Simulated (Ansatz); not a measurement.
Frontier orbitals of `[OH][GeH2][S]S`.

```xyz
8

O    -0.9793    0.7300    1.0869
Ge    0.6471    0.7801    0.3805
S     1.2479   -1.2712   -0.2714
S    -0.3235   -1.5885   -1.5679
H    -1.6479    0.5952    0.4102
H     1.5862    1.2184    1.5088
H     0.6420    1.6955   -0.8545
H    -1.1725   -2.1596   -0.6925
```

Total charge 0; spin multiplicity 1. Correlated methods include outer-core shells of Ge, which these sets cover unevenly. Scalar relativity is left out up to krypton. All single points use the PBE0-D4/def2-TZVP geometry. It is one conformer, not always the lowest. Basis def2-TZVPP, Ansatz 0.2.0.

Orbital energies of one run (eV). Highest occupied ones, from the top: -6.82, -7.05, -8.30, -9.24, -9.61, -10.14, -10.41, -11.87, -12.65, -15.07, -17.93, -21.79, -27.01, -32.75. Empty: -1.62, -0.34, -0.04, 0.45, 1.11, 1.91.

(1) Which functional gave them?
A. CAM-B3LYP
B. r2SCAN0
C. r2SCANh
D. LDA (SPW92)

Results:

(1) C. HOMO energies: r2SCANh -6.82, r2SCAN0 -7.47, LDA (SPW92) -6.25, CAM-B3LYP -8.59 eV.
